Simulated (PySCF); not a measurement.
Species: C7H5NO.
Structure used (PBE0-D3(BJ)/def2-SVP), in Å, numbered top down from 1:
```
atom  x, y, z in Å
C1    -2.152   -0.391   -0.027
C2    -1.038   -1.221   -0.082
C3     0.217   -0.602   -0.034
C4     1.599   -1.001   -0.057
C5     2.311    0.153    0.028
O6     1.518    1.248    0.103
C7     0.241    0.799    0.066
C8    -0.927    1.553    0.115
N9    -2.104    0.946    0.068
H10   -3.156   -0.829   -0.061
H11   -1.149   -2.305   -0.160
H12    2.005   -2.008   -0.127
H13    3.381    0.349    0.046
H14   -0.901    2.645    0.193
```

The calculation used PySCF 2.14.0, PBE0-D3(BJ)/def2-SVP geometry optimisation, gas phase.

Masses are those of the commonest isotopes; rigid-rotor values at the optimised geometry. 

(1) Give the principal moments of inertia and the rotational constants in MHz.

(2) Classify the top.

(3) What does the inertial defect say?

(4) Which lines would a microwave search look for?

(5) Estimate the classical rotational partition function at 200 K, 298.15 K and 500 K.

## Answers

(1) Ia = 124.02, Ib = 301.46, Ic = 425.49 u·Å²; 505379 MHz·u·Å²/I gives A = 4075, B = 1676, C = 1188 MHz.

(2) An asymmetric top: κ = (2 × 1676 − 4075 − 1188)/(4075 − 1188) = -0.66.

(3) Planar: Δ = Ic − Ia − Ib = 0.00 u·Å². For a rigid frame Δ = −2 Σ m c², so it vanishes when all atoms lie in the ab plane; here none is more than 0.01 Å from it.

(4) The dipole components are |μa| = 2.47 D, |μb| = 1.67 D, |μc| = 0.00 D; the mirror of this Cs structure is the ab plane, so μc vanishes by symmetry and there are no c-type lines. The squared components, which scale the intensities, stand as 1.00 : 0.46 (a : b). Some lines, for components of 0.1 D or more:

| type | branch | J(Ka,Kc) | MHz | lower level (cm⁻¹) |
| --- | --- | --- | --- | --- |
| a | Q | 3(2,1) ← 3(2,2) | 329 | 0.926 |
| a | Q | 1(1,0) ← 1(1,1) | 489 | 0.176 |
| a | Q | 4(2,2) ← 4(2,3) | 936 | 1.306 |
| a | Q | 5(2,3) ← 5(2,4) | 2012 | 1.779 |
| b | R | 4(1,3) ← 3(2,2) | 5773 | 0.926 |
| b | Q | 4(2,2) ← 4(1,3) | 6568 | 1.118 |
| b | Q | 3(2,1) ← 3(1,2) | 6836 | 0.709 |
| a | Q | 5(1,4) ← 5(1,5) | 7171 | 1.386 |
| b | Q | 5(1,4) ← 5(0,5) | 7765 | 1.366 |
| a | R | 3(2,2) ← 2(2,1) | 8593 | 0.639 |
| b | Q | 2(2,1) ← 2(1,2) | 8661 | 0.350 |
| a | R | 3(1,2) ← 2(1,1) | 9280 | 0.399 |
| b | R | 4(0,4) ← 3(1,3) | 9383 | 0.611 |
| b | R | 3(1,3) ← 2(0,2) | 9797 | 0.284 |
| a | R | 4(1,4) ← 3(1,3) | 10361 | 0.611 |
| b | Q | 5(3,2) ← 5(2,3) | 11898 | 1.846 |
| b | R | 2(2,0) ← 1(1,1) | 13968 | 0.176 |
| a | R | 5(4,2) ← 4(4,1) | 14470 | 2.368 |
| b | R | 4(2,3) ← 3(1,2) | 17912 | 0.709 |
| b | Q | 5(5,1) ← 5(4,2) | 23646 | 2.850 |
| b | R | 4(3,2) ← 3(2,1) | 24500 | 0.937 |

(5) Point group Cs, symmetry number σ = 1; q = (√π/σ)·√((kT/h)³/(ABC)), k/h = 20836.6 MHz/K: 167000 at 200 K, 305000 at 298.15 K, 662000 at 500 K.

Whether it is a minimum is left open (no frequencies). These are rigid-rotor constants of the computed structure; measured ground-state constants (B0) also hold zero-point vibration. Quadrupole hyperfine structure (14N) is left out.

On Intel Xeon Platinum 8488C, one thread, shared host, this took 43 s and 0.61 GiB of memory at its peak. That covers the optimisation of the geometry.
